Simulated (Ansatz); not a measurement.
Reaction (atomization): `N#[C][GeH]([F])[F]` → C• + 2 F• + Ge• + H• + N•

Program: Ansatz. Geometries: PBE0-D4/def2-TZVP. ΔE: electronic, gas phase. CCSD(T)/CBS adds triple-zeta CCSD(T) − MP2 to the extrapolated MP2 energy (def2 sets, frozen cores). This one scheme is used for every species, atoms too. DFT in def2-TZVPP. B3LYP here is the variant with VWN-RPA as its local correlation; programs differ in this. HSE06 is defined as in plane-wave codes. Open shells (•) are unrestricted, without spin–orbit coupling. Spin–orbit coupling would lower the free atoms: a little for C, F; clearly for Ge. For Ge outer-core shells are correlated without core-valence functions, so the limit isn't a true one: a few kJ/mol of doubt a bond, and 10 to 20 or more in all where bonds break to atoms. Scalar relativity is left out up to krypton.

`N#[C][GeH]([F])[F]`:

Cartesian coordinates in Å:
```
N 2.467 -0.384 -0.182
C 1.334 -0.207 -0.100
Ge -0.545 0.129 -0.037
F -0.845 0.948 1.435
F -1.309 -1.396 0.099
H -1.102 0.910 -1.214
```

```tsv
level	ΔE (kJ/mol)	difference from CCSD(T)/CBS
LDA (SPW92)	2845.6	419.4
PBE-D4	2504.8	78.6
revPBE-D4	2413.6	-12.6
BLYP-D4	2443.6	17.4
r2SCAN-D4	2412.6	-13.6
PBE0-D4	2395.9	-30.3
B3LYP-D4	2398.1	-28.1
r2SCANh-D4	2373.8	-52.4
r2SCAN0-D4	2318.1	-108.1
HSE06-D4	2397.8	-28.4
BHLYP-D4	2263.1	-163.1
CAM-B3LYP-D4	2421.0	-5.2
ωB97X-V	2432.0	5.8
ωB97M-V	2414.9	-11.3
PBE-QIDH	2390.0	-36.2
PBE	2493.7	67.5
revPBE	2381.2	-45.0
BLYP	2419.0	-7.2
r2SCAN	2410.0	-16.2
PBE0	2386.5	-39.7
B3LYP	2380.0	-46.2
r2SCANh	2371.0	-55.2
r2SCAN0	2315.0	-111.2
HSE06	2389.0	-37.2
BHLYP	2248.8	-177.4
LC-ωPBE	2416.5	-9.7
HF/def2-SVP	1575.3	-850.9
MP2/def2-SVP	2368.8	-57.4
CCSD/def2-SVP	2213.8	-212.4
HF/def2-TZVPP	1590.3	-835.9
MP2/def2-TZVPP	2478.9	52.7
SCS-MP2/def2-TZVPP	2437.0	10.8
CCSD/def2-TZVPP	2297.5	-128.7
CCSD(T)/def2-TZVPP	2361.1	-65.1
HF/def2-QZVPP	1596.8	-829.4
MP2/def2-QZVPP	2518.5	92.3
CCSD/def2-QZVPP	2341.2	-85.0
CCSD(T)/def2-QZVPP	2410.2	-16.0
HF/CBS(def2)	1597.7	-828.5
CCSD/CBS(def2)	2362.5	-63.7
CCSD(T)/CBS	2426.2	0
```

Largest T1 diagnostic among the species: 0.013.

In def2-TZVPP, CCSD(T) changes the Hartree–Fock value by +770.8 kJ/mol (the triples alone add +63.7 kJ/mol) and MP2 by +888.6 kJ/mol; breaking electron pairs costs correlation energy, which Hartree–Fock lacks. Leaving LDA and LC-ωPBE aside and taking each functional with its dispersion term where it has one, the values spread over 241.7 kJ/mol, from BHLYP-D4 to PBE-D4. LDA lies +351.9 kJ/mol from PBE without D4, its usual overbinding.

For atomizations the MP2-based limit and the directly extrapolated one differ by several kJ/mol either way, and by 10 to 25 for some Ge, Se and Sn compounds, so smaller differences from it don't rank the levels.
